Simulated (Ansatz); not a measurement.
Geometry optimisation, RHF/6-31G* (Ansatz).

Input file:

```yaml
crystal:
  periodic: [false, false, false]
  atoms:
    - { symbol: B, position_ang: [-0.260952, -0.2495, -0.041275] }
    - { symbol: O, position_ang: [-0.170284, -0.48942, 1.309703] }
    - { symbol: H, position_ang: [-0.998935, -0.70507, 1.714057] }
    - { symbol: F, position_ang: [0.890932, -0.05092, -0.657943] }
    - { symbol: C, position_ang: [-1.618308, -0.265524, -0.846353] }
    - { symbol: H, position_ang: [-2.094418, -1.24255, -0.784322] }
    - { symbol: H, position_ang: [-2.324409, 0.455332, -0.443754] }
    - { symbol: H, position_ang: [-1.465778, -0.035055, -1.893694] }
    - { symbol: P, position_ang: [0.488772, 2.613783, 0.957383] }
    - { symbol: H, position_ang: [0.505948, 3.615966, 1.940894] }
    - { symbol: H, position_ang: [1.827555, 2.76122, 0.57278] }
    - { symbol: H, position_ang: [0.670277, 1.510138, 1.815824] }
basis:
  gaussian: { orbitals: "6-31G*" }
hamiltonian:
  xc: hf
relax:
  f_tol: 0.03
  max_steps: 50
```

Run as:

```bash
$ ansatz run input.yaml --threads 1 --pin off --max-ram 2048MiB --backend cpu --events-out ev --progress --plain --runs-dir out
```

Where does it end, and by what steps?

It converged. The force dipped under the threshold on the way, but the program's further checks kept it going. After 32 steps the energy has fallen by 0.280 eV; H3 moved furthest, 1.39 Å.

```json
{"step": "0", "energy less start (eV)": "0.0000", "largest force component (eV/Å)": "1.043", "accepted": "yes"}
{"step": "2", "energy less start (eV)": "-0.1886", "largest force component (eV/Å)": "1.059", "accepted": "yes"}
{"step": "4", "energy less start (eV)": "-0.2503", "largest force component (eV/Å)": "0.243", "accepted": "yes"}
{"step": "6", "energy less start (eV)": "-0.2507", "largest force component (eV/Å)": "0.519", "accepted": "no"}
{"step": "8", "energy less start (eV)": "-0.2608", "largest force component (eV/Å)": "0.166", "accepted": "yes"}
{"step": "10", "energy less start (eV)": "-0.2635", "largest force component (eV/Å)": "0.108", "accepted": "yes"}
{"step": "12", "energy less start (eV)": "-0.2656", "largest force component (eV/Å)": "0.088", "accepted": "yes"}
{"step": "14", "energy less start (eV)": "-0.2682", "largest force component (eV/Å)": "0.086", "accepted": "yes"}
{"step": "16", "energy less start (eV)": "-0.2688", "largest force component (eV/Å)": "0.365", "accepted": "no"}
{"step": "18", "energy less start (eV)": "-0.2721", "largest force component (eV/Å)": "0.041", "accepted": "yes"}
{"step": "20", "energy less start (eV)": "-0.2737", "largest force component (eV/Å)": "0.065", "accepted": "yes"}
{"step": "22", "energy less start (eV)": "-0.2754", "largest force component (eV/Å)": "0.134", "accepted": "yes"}
{"step": "24", "energy less start (eV)": "-0.2771", "largest force component (eV/Å)": "0.076", "accepted": "yes"}
{"step": "26", "energy less start (eV)": "-0.2785", "largest force component (eV/Å)": "0.067", "accepted": "yes"}
{"step": "28", "energy less start (eV)": "-0.2791", "largest force component (eV/Å)": "0.084", "accepted": "yes"}
{"step": "30", "energy less start (eV)": "-0.2794", "largest force component (eV/Å)": "0.034", "accepted": "yes"}
{"step": "32", "energy less start (eV)": "-0.2795", "largest force component (eV/Å)": "0.016", "accepted": "yes"}
```

```xyz
12
Properties=species:S:1:pos:R:3
B -0.441 -0.649 0.100
O -0.496 -1.533 1.113
H -1.337 -1.954 1.212
F 0.724 -0.037 -0.061
C -1.630 -0.293 -0.879
H -2.510 -0.916 -0.750
H -1.929 0.742 -0.729
H -1.307 -0.374 -1.914
P 0.577 3.070 1.351
H 0.909 4.323 1.891
H 1.379 3.195 0.209
H 1.511 2.344 2.101
```

Run time: 90 s on 1 thread of Arm Neoverse V2 (shared host), peak memory 0.18 GiB.
